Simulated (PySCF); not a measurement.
Isomers of C9H13F, mass 140.100 u with the commonest isotopes. Computed with PBE0/pcSseg-1 in PySCF (dipole) on a GFN2-xTB geometry, gas phase. One conformer each, none proved a minimum here; rigid rotors.

Question: Order these by radius of gyration √(Σ m r²/M), smallest first.
A. `[CH:1]#[C:2][CH2:3]/[C:4]([CH3:5])=[C:6](\[CH3:7])[CH2:8][CH2:9][F:10]` with C2–C3–C4–C5 -95°, C4–C6–C8–C9 93°, C6–C8–C9–F10 179°
B. `[CH2:1]=[CH:2][C@@H:3]1[CH:4]=[C:5]([CH2:6][CH2:7][CH3:8])[C@@H:9]1[F:10]` with C1–C2–C3–C4 -128°, C4–C5–C6–C7 -115°, C5–C6–C7–C8 64°
C. `[CH:1]#[C:2]/[C:3]([F:4])=[CH:5]/[C@H:6]([CH3:7])[CH:8]([CH3:9])[CH3:10]` with C3–C5–C6–C7 -130°, C5–C6–C8–C9 59°

Answer: B (2.330 Å), C (2.419 Å), A (2.523 Å).

Question: Order these by rotational constant B, largest first.
A. `[CH:1]#[C:2][CH2:3]/[C:4]([CH3:5])=[C:6](/[CH3:7])[CH2:8][CH2:9][F:10]` with C2–C3–C4–C5 81°, C4–C6–C8–C9 86°, C6–C8–C9–F10 178°
B. `[CH2:1]=[CH:2][C@@H:3]1[CH:4]=[C:5]([CH2:6][CH2:7][CH3:8])[C@@H:9]1[F:10]` with C1–C2–C3–C4 -128°, C4–C5–C6–C7 -115°, C5–C6–C7–C8 64°
C. `[CH:1]#[C:2][CH2:3]/[C:4]([CH3:5])=[C:6](\[CH3:7])[CH2:8][CH2:9][F:10]` with C2–C3–C4–C5 -95°, C4–C6–C8–C9 93°, C6–C8–C9–F10 179°
D. `[CH:1]#[C:2]/[C:3]([F:4])=[CH:5]/[C@H:6]([CH3:7])[CH:8]([CH3:9])[CH3:10]` with C3–C5–C6–C7 -130°, C5–C6–C8–C9 59°

Answer: A (1007 MHz), B (780.7 MHz), D (745.6 MHz), C (672.6 MHz).

Question: Order these by dipole moment, largest first.
A. `[CH:1]#[C:2][CH2:3]/[C:4]([CH3:5])=[C:6](\[CH3:7])[CH2:8][CH2:9][F:10]` with C2–C3–C4–C5 -95°, C4–C6–C8–C9 93°, C6–C8–C9–F10 179°
B. `[CH:1]#[C:2]/[C:3]([F:4])=[CH:5]/[C@H:6]([CH3:7])[CH:8]([CH3:9])[CH3:10]` with C3–C5–C6–C7 -130°, C5–C6–C8–C9 59°
C. `[CH:1]#[C:2][CH2:3]/[C:4]([CH3:5])=[C:6](/[CH3:7])[CH2:8][CH2:9][F:10]` with C2–C3–C4–C5 81°, C4–C6–C8–C9 86°, C6–C8–C9–F10 178°

Answer: C (2.34 D), A (1.75 D), B (1.56 D).

```tsv
SMILES	point group	Ia (u·Å²)	Ib (u·Å²)	Ic (u·Å²)	κ	μa (D)	μb (D)	μc (D)
C#CC/C(C)=C(\C)CCF	C1	252.48	751.33	780.33	-0.96	1.60	0.10	0.71
C=C[C@@H]1C=C(CCC)[C@@H]1F	C1	220.13	647.32	653.10	-0.99	0.51	1.44	0.67
C#C/C(F)=C/[C@H](C)C(C)C	C1	255.04	677.78	706.30	-0.95	0.76	0.40	1.31
C#CC/C(C)=C(/C)CCF	C1	361.29	501.82	760.20	-0.07	1.78	1.48	0.32
```
